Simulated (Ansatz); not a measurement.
Harmonic frequencies (cm⁻¹) at PBE0-D4/def2-TZVP from Ansatz: 134, 200, 231, 378, 624, 640, 724, 739, 742, 834, 909, 924, 964, 2161, 2229, 2272, 3464, 3925.

Each molecule was computed in one conformer, which needn't be the lowest.

Which molecule is it?
A. `C#CO[SiH3]`
B. `C#C[SiH2]O`
C. `OC#C[SiH3]`
D. `O=C1C[SiH2]1`

B.
